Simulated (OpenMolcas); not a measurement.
# Zr III: CASPT2 settings compared

```json
{
  "Program": "OpenMolcas",
  "Basis": "ANO-R1 [6s4p3d1f]",
  "Scalar Hamiltonian": "X2C, finite nucleus",
  "Active space": "2 electrons in 10 orbitals (4d 5d)",
  "State averaging": "2S+1 = 3 even, 10 roots; 2S+1 = 1 even, 15 roots kept (CI in the orbitals of an earlier block)",
  "Spin-orbit coupling": "RASSI with atomic mean-field integrals over the reference wave functions, term energies averaged over their components"
}
```

Methods on the same reference wave functions:
A. CASSCF
B. SS-CASPT2, IPEA 0.3 Eh, real shift 0.2 Eh (closed shells correlated: none)
C. SS-CASPT2, IPEA 0.1 Eh, real shift 0.1 Eh (closed shells correlated: 4s 4p)

Energies in cm⁻¹ above 4d² ³F₂, the measured ground level; measured values from Moore, Atomic Energy Levels, vol. II, NSRDS-NBS 35 (1971 reprint of NBS Circular 467, 1952); NIST levels as listed in Rynkun, Gaigalas and Jonsson, Astron. Astrophys. 637, A10 (2020).

```tsv
Level	A	B	C	Measured
4d² ³F₂	0.0	0.0	0.0	0.0
4d² ³F₃	574	591	604	681
4d² ³F₄	1280	1297	1308	1486
4d² ¹D₂	8297	5700	4660	5742
4d² ³P₀	9354	8200	7890	8062
4d² ³P₁	9569	8430	8120	8326
4d² ³P₂	10090	8870	8550	8838
4d² ¹G₄	12626	12150	11530	11049
4d² ¹S₀	30208	22780	22900	23979
```

Deviations, from unrounded energies. A percentage is the sum of absolute deviations over the sum of measured energies, with the sign that they share, or ± where signs differ.

```tsv
Against measurement	Levels	A	B	C
mean absolute deviation (cm-1)	8	1800	360	450
fine structure of the ground term (%)	2	-14.5	-12.9	-11.8
other terms of the ground configuration (%)	6	+21.4	±3.9	±5.0
```

B lies closest to measurement on these levels and A furthest from it. The largest miss of B in the table is 4d² ¹S₀, by -1200 cm-1. The ranking rests on the paired levels alone, and a cruder setting can come out closer through cancelling errors.

Between B and C the level of the table that moves most is 4d² ¹D₂, by 1000 cm-1 (lowest in C, highest in B). Moves below CASPT2's spread within the term are not significant.

The mean deviations of B to C differ by less than CASPT2's widest spread within a term (360 cm-1), so their order carries little weight.

From A to B the spin-free energies of the other terms of 4d² shown, above ³F, scale by factors of 0.65 to 0.96.

The lowest spin-free term lies below A's lowest term by 0.003 hartree in B, 0.097 hartree in C.

CASPT2 does not keep the components of a term degenerate, so their means are used; among the terms shown or strongly mixed into the levels shown the widest spread is 360 cm-1 (4d² ³F, C). Terms from blocks run as CI alone lack orbitals of their own. Active for correlation alone: 5d; no level in the range computed is led by a configuration that fills it, so any true level of that kind is missing. Without dynamic correlation excited terms often stand tens of per cent too high (terms of higher spin than the ground term too low), and those without a measured partner can miss by more than the paired ones (holds for A). Some levels mix across a computed gap that differs much from the measured one, so their mixing is not that of the real levels (holds for A). Some terms miss by over 15 % even with CASPT2, which points to a basis or an active space too small for the shells correlated (holds for C). Computed and measured levels are paired by configuration, term and J; levels that our copy of the source lacks, or whose pairing is in doubt (as where it misses far off the trend of its configuration), stay unpaired and out of the deviations. Levels of configurations outside the active space are missing.
